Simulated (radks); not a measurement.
Values are calculated unless marked as measured or tabulated.
Species: Ni XII. Configuration: [Ne] 3s2 3p5.

Code: a radial shooting solver on a logarithmic mesh with Libxc functionals. Model: scalar-relativistic Kohn-Sham, SCAN, spin-polarised, spherical densities, finite nucleus; open shells are filled with parallel spins first; meta-GGA in the generalised Kohn-Sham scheme; Fermi nuclear charge, rms radius 3.7757 fm.

Energy parts (eV):
total: -40052.292
kinetic: 40642.590
electron-nucleus: -90645.300
Hartree: 11418.452
exchange-correlation: -1468.034

Orbitals (lengths in bohr, moments of r in powers of bohr; <r^-3> diverges for s and p1/2):
orbital  occ.  eigenvalue (eV)  <r^-3>  <1/r>
1s up       1        -8552.766       -  28.08
1s down     1        -8551.773       -  28.08
2s up       1        -1307.356       -  6.115
2s down     1        -1306.853       -  6.114
2p up       3        -1168.128   628.8  5.980
2p down     3        -1167.127   628.2  5.978
3s up       1        -384.1655       -  2.171
3s down     1        -380.7472       -  2.164
3p up       3        -340.5974   111.3  2.076
3p down     2        -337.1703   110.8  2.071

The highest occupied level is 3p down at -337.17 eV. Summed over all electrons, <r^2> = 4.000 bohr^2, which gives a Langevin (diamagnetic) susceptibility term of -3.17 x 10^-6 cm^3/mol.

Empty levels of this run are not shown, since the potential may be unsettled where no density lies.
